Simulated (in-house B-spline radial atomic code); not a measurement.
Atomic self-consistent-field run: Rh VI (Rh5+) (an excited or competing configuration). Method: Dirac-Hartree-Fock, average of configuration, Fermi nucleus of rms radius 4.4945 fm. Calculated with an all-electron radial atomic-structure program (B-spline basis).

Command:
```bash
python run_scf.py task.json out
```
Settings (nuclear radius in fm, mass in u):
```
Z                45
configuration    [Ar] 3d10 4s2 4p5 4d4 6s1
hamiltonian      dirac
method           hf
spin_polarised   False
nucleus          fermi
rms_radius       4.4945
atomic_mass      102.90549
speed_of_light   137.035999084
```

Output (hartree, bohr):
```
 radial grid: 71 intervals, B-splines of order 8, outer radius 33.6842 bohr

 iter        energy (Eh)    residual
    1       -4763.181625    7.21e-01
    2       -4771.732896    2.47e-01
    3       -4772.967288    7.58e-02
    4       -4773.083715    2.56e-02
    5       -4773.095540    9.44e-03
    6       -4773.097231    1.18e-03
    7       -4773.097250    4.79e-05
    8       -4773.097250    5.58e-06
    9       -4773.097250    2.68e-07

 total energy                     -4773.09725
 kinetic                            4977.4239
 electron-nucleus                 -11433.1844
 electron-electron                  1682.6632

 first-order corrections (not in the total)
   Gaunt                             3.4169
   retardation                      -0.3428
   frequency dependence             -0.0244
   self-energy                       2.3045
   Uehling                          -0.2770
   Wichmann-Kroll                    0.0047
   recoil                            0.0177

 orbital      occ     eigenvalue          <r>       <r^2>       <1/r>       r_max    small
 1s1/2      2.000      -861.7811    0.0326184  0.00143736     47.0548     0.02118  2.71e-02
 2s1/2      2.000      -130.7752     0.141285    0.023599     10.8157      0.1197  5.65e-03
 2p1/2      2.000      -120.9364     0.120384   0.0177994     10.7571     0.09304  5.63e-03
 2p3/2      4.000      -115.5923     0.125206   0.0191274     10.1694     0.09708  5.42e-03
 3s1/2      2.000       -27.3509     0.387689    0.172005     3.76826      0.3503  1.57e-03
 3p1/2      2.000       -23.4458     0.381414    0.169158     3.65907      0.3379  1.51e-03
 3p3/2      4.000       -22.4933     0.391657    0.178169      3.5202      0.3472  1.45e-03
 3d3/2      4.000       -15.6488      0.36664     0.16033     3.33661      0.2901  1.33e-03
 3d5/2      6.000       -15.4636     0.370013    0.163144     3.30019      0.2928  1.31e-03
 4s1/2      2.000        -6.6972     0.952962     1.02188     1.43331      0.8703  3.88e-04
 4p1/2      1.667        -5.4089      1.01008     1.15623      1.3361      0.9102  3.48e-04
 4p3/2      3.333        -5.2432      1.03257     1.20775     1.29893      0.9312  3.37e-04
 4d3/2      1.600        -3.2854       1.2075      1.6782     1.07944       1.046  2.46e-04
 4d5/2      2.400        -3.2629      1.21597     1.70133     1.07055       1.054  2.43e-04
 6s1/2      1.000        -1.1616      3.93778     17.2227    0.337317       3.962  4.47e-05
```

Time taken, with all properties: 1.2 s on 1 thread of x86-64 server CPU (shared host).

For the Dirac Hamiltonian the kinetic term is c α·p + (β - 1)c².
